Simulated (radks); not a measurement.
Values are calculated unless marked as measured or tabulated.
Task: The mean radii <r> (bohr) of the occupied orbitals of an atom or ion are listed with their occupations. Code: a radial shooting solver on a logarithmic mesh with Libxc functionals. Model: Dirac Kohn-Sham, PBE, spin-unpolarised, spherical densities, finite nucleus; Fermi nuclear charge, rms radius of each element as measured or else 0.836 A^(1/3) + 0.57 fm.

| orbital | occ. | <r> |
|---|---|---|
| 1s1/2 | 2 | 0.02781 |
| 2s1/2 | 2 | 0.1194 |
| 2p1/2 | 2 | 0.1008 |
| 2p3/2 | 4 | 0.1064 |
| 3s1/2 | 2 | 0.3218 |
| 3p1/2 | 2 | 0.3122 |
| 3p3/2 | 4 | 0.3236 |
| 3d3/2 | 4 | 0.2947 |
| 3d5/2 | 6 | 0.2983 |
| 4s1/2 | 2 | 0.7645 |
| 4p1/2 | 2 | 0.8014 |
| 4p3/2 | 4 | 0.8299 |
| 4d3/2 | 4 | 0.9616 |
| 4d5/2 | 6 | 0.9736 |
| 5s1/2 | 2 | 1.979 |
| 5p1/2 | 2 | 2.293 |

Name the element and its charge. Open shells, if any, fill j = l - 1/2 first.

Result: Z = 52, tellurium, charge +2: Te2+ in [Kr] 4d10 5s2 5p2. The 1s radius gives Z: for a bare nucleus <r> = (2 gamma + 1)/(2Z) with gamma = sqrt(1 - (Z/c)^2), 0.02741 bohr for Z = 52, and screening makes it slightly larger (0.02781 here). The occupations add up to 50, and the charge is Z minus that.
